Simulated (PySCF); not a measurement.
Two species compared at the same levels of theory.

First species: C6H12O2Si2.
Structure used (GFN2-xTB), in Å, numbered top down from 1:
```xyz
22
C6H12O2Si2 angstrom
C     -2.513    0.430   -1.223
C     -3.011   -0.965   -0.857
Si    -1.727   -2.324   -1.225
C     -0.227   -1.922   -0.211
C      0.724   -1.607    0.472
Si     2.155   -1.088    1.519
C      2.044    0.828    1.600
O      1.436    1.478    2.414
O      2.727    1.372    0.585
C      2.721    2.790    0.471
H     -1.598    0.662   -0.680
H     -2.302    0.496   -2.289
H     -3.257    1.187   -0.977
H     -3.935   -1.169   -1.401
H     -3.266   -0.982    0.205
H     -2.235   -3.641   -0.825
H     -1.341   -2.309   -2.642
H      2.006   -1.619    2.875
H      3.419   -1.439    0.872
H      3.445    3.223    1.165
H      2.995    3.022   -0.555
H      1.728    3.179    0.707
```

Second species: C4H12OSSi2.
SMILES: `CC(=S)O[SiH2]CC[SiH3]`

Levels: PBE0/pcSseg-1 for dipole moment, HOMO energy, LUMO energy and HOMO–LUMO gap; GFN2-xTB for rotational constant A and rotational constant C. Geometries: GFN2-xTB. Each species is one conformer at its optimised geometry, gas phase, non-relativistic unless stated; the electronic structure was computed with PySCF and density fitting.

Dipoles, sizes and rotational constants follow the conformer. The torsions of the flexible species, by atom-mapped SMILES:
- `[CH3:1][CH2:2][SiH2:3][C:4]#[C:5][SiH2:6][C:7](=[O:8])[O:9][CH3:10]`: C1–C2–Si3–C4 60°, C5–Si6–C7–O8 89°, Si6–C7–O9–C10 178°
- `[CH3:1][C:2](=[S:3])[O:4][SiH2:5][CH2:6][CH2:7][SiH3:8]`: C1–C2–O4–Si5 180°, C2–O4–Si5–C6 -74°, O4–Si5–C6–C7 174°, Si5–C6–C7–Si8 62°

**Question.** Which of the two has the higher LUMO energy, and by how much?

**Answer.** The first: -0.89 eV against -1.41 eV, a difference of 0.52 eV.

**Question.** Which has the higher HOMO–LUMO gap?

**Answer.** The first: 6.71 eV against 5.17 eV, a difference of 1.54 eV.

**Question.** Which of the two has the higher rotational constant A, and by how much?

**Answer.** The second: 2.983 GHz against 1.368 GHz, a difference of 1.615 GHz.

**Question.** Which of the two has the higher rotational constant C, and by how much?

**Answer.** The second: 0.438 GHz against 0.351 GHz, a difference of 0.087 GHz.

**Question.** Which of the two has the higher HOMO energy, and by how much?

**Answer.** The second: -6.58 eV against -7.60 eV, a difference of 1.02 eV.

On the first: In atomic units the dipole is 0.65 e·bohr (1 au = 2.5417 D).

On the second: A dipole of 1.69 D is allowed in C1, and pure rotational transitions are dipole-allowed. The dipole equals about 5.6 × 10⁻³⁰ C·m (1 D = 3.33564 × 10⁻³⁰ C·m).
